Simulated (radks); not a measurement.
The numbers below are computed, except where a source is named.
Spherical quantum dot in the effective-mass picture: electrons in a parabolic well V = omega^2 r^2 / 2 with omega = 3.6, with a point charge +2 (a donor) at the centre, all in effective atomic units (hartree* = m*/eps^2 hartree, bohr* = eps/m* bohr), one dielectric constant everywhere. Level of theory: non-relativistic Kohn-Sham, LDA (Slater exchange, Perdew-Wang correlation), spin-polarised, spherical densities (a radial shooting solver with Libxc functionals). Levels are named by radial order and angular momentum (1s, 1p, 1d, 2s, ...), and open shells are averaged over m. Results are scaled to m* = 0.372 and eps = 14.2, for which hartree* = 50.2 meV and bohr* = 2.02 nm.

N = 22, configuration 1s2 1p6 1d10 2s2 1f(up 2, down 0). This is the lowest configuration that the search found. Occupied and some empty levels:

level,occupation,eigenvalue (meV),<r> (nm)
1s up,1,1135.8,1.208
1s down,1,1136.7,1.203
1p up,3,1301.0,1.876
1p down,3,1303.3,1.871
2s up,1,1390.5,1.984
2s down,1,1392.9,1.985
1d up,5,1432.6,2.244
1d down,5,1435.5,2.242
1f up,2,1565.7,2.520
2p up,0,1568.8,2.267
1f down,0,1568.9,2.519
2p down,0,1571.0,2.269
1g up,0,1703.5,2.750
1g down,0,1706.8,2.751
2d up,0,1722.6,2.539
2d down,0,1724.8,2.540

Energy (meV): total 19981.7, kinetic 4767.2, external 5557.8, Hartree 10684, exchange-correlation -1027.0.
